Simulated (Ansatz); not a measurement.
Energy profile

The step: C₂H₆Zn ([CH3][Zn][CH3]) + H₂ → CH₄Zn ([CH3][ZnH]) + CH₄; bonds formed: Zn1–H5, C2–H4; bonds broken: Zn1–C2, H4–H5 (atoms numbered as in the saddle structure below).

```
11
angstrom
Zn -0.2257 -0.0740 -0.4451
C 0.7548 1.4028 0.8193
C -0.7146 -1.9463 -0.4091
H 0.1436 1.5137 -0.5712
H -0.3428 1.3349 -1.5278
H 1.7289 0.9336 0.9813
H 0.9349 2.4700 0.6534
H 0.1557 1.3173 1.7300
H -0.5285 -2.3843 0.5728
H -1.7718 -2.0682 -0.6526
H -0.1343 -2.4995 -1.1509
```

Electronic energies by CCSD(T) at an estimated basis limit (MP2 extrapolated from triple and quadruple zeta, plus CCSD(T) − MP2 in triple zeta), on PBE0-D4/def2-TZVP structures; C2H8Zn, singlet; no counterpoise correction. Ansatz 0.2.0; basis: def2-TZVPP and def2-QZVPP; cores frozen in the correlated methods. The 3s and 3p shells of Cu and Zn are frozen; filled d shells are correlated. Extrapolation: Hartree–Fock as exp(−7.88 √X), correlation as X^−2.97.

(1) Give the profile in kJ/mol, counted from the separated reactants. (To be estimated.)

The T1 diagnostic stays at or below 0.015.

Answers

(1) Computed:
```csv
point,kJ/mol
"separated: C2H6Zn (linked as [CH3][Zn][CH3]; Zn1, C2, C3, H6, H7, H8, H9, H10, H11; singlet) + H2 (H4, H5; singlet)",0.0
start structure,-2.7
saddle,175.2
end structure,-41.9
"separated: CH4Zn (linked as [CH3][ZnH]; Zn1, C3, H5, H9, H10, H11; singlet) + CH4 (C2, H4, H6, H7, H8; singlet)",-36.3
```

For scale, one of the runs: CCSD(T)/def2-TZVPP, 238 basis functions, launched by `ansatz run in.yaml --threads 8 --pin off --events-out ev --progress --plain --max-ram 19148MiB`. Time: 44 s of wall clock on 8 CPU threads of an Arm Neoverse V2; the host was shared. Peak host memory: 4.4 GiB.
